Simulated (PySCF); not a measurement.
Species: methyldifluoroisocyanate silane, C2H3F2NOSi.
Atom-mapped SMILES: `[CH3:1][Si:2]([F:3])([F:4])[N:5]=[C:6]=[O:7]` (hydrogens: H8, H9, H10 on C1)

Structure used (PBE0-D3(BJ)/def2-TZVP), in Å, numbered top down from 1:
```
atom  x, y, z in Å
C1    -1.281   -0.775   -0.100
Si2   -0.289    0.762   -0.024
F3    -0.545    1.660   -1.301
F4    -0.699    1.633    1.231
N5     1.375    0.488    0.076
C6     2.452   -0.018    0.175
O7     3.511   -0.486    0.269
H8    -0.982   -1.385   -0.955
H9    -1.149   -1.365    0.809
H10   -2.342   -0.536   -0.203
```

Computed with PySCF at wB97X-D/pcSseg-2, non-relativistic, on one gas-phase PBE0-D3(BJ)/def2-TZVP geometry that isn't relaxed in the solvent. The solvent is an IEF-PCM continuum (Bondi radii, 1.10 Å for H, scaled by 1.2). The model holds no explicit solvent molecules, cavitation or dispersion.

Gas phase at wB97X-D/pcSseg-2: HOMO -11.16 eV, LUMO 1.95 eV, dipole 2.45 D.

Q: What does the continuum do to the energy, the frontier levels and the dipole at wB97X-D/pcSseg-2 in chloroform?

A: 
```json
{"solvent": "chloroform", "ε": "4.711", "E(solvent) − E(gas) (kJ/mol)": "-13.37", "polarisation term (kJ/mol)": "-14.59", "distortion of the solute (kJ/mol)": "1.22", "HOMO (eV)": "-11.02", "LUMO (eV)": "2.25", "dipole (D)": "2.82"}
```

The first energy column is the sum of the next two and covers electrostatics alone.

Q: Which radius a makes the point-dipole formula ΔE = −[(ε − 1)/(2ε + 1)]·μ²/a³ give the value in chloroform, with the gas-phase dipole?

A: μ = 0.962 au and |ΔE| = 0.00509 Eh give a = 2.12 Å; the farthest nucleus lies 3.55 Å from the centroid of the nuclei, so such a sphere wouldn't even hold the nuclei. The formula assumes a rigid point dipole at the centre of a sphere.

Q: Give the dipole vector in the frame of the coordinates (D, pointing from negative to positive charge), gas and chloroform.

A: Gas (-1.57, -1.87, -0.13), solvent (-1.85, -2.12, -0.15). Its length changes by +15 % and its direction by less than 1°.

The pairwise dispersion term of wB97X-D wasn't added to the energies; at a given geometry it leaves orbitals and properties as they are.
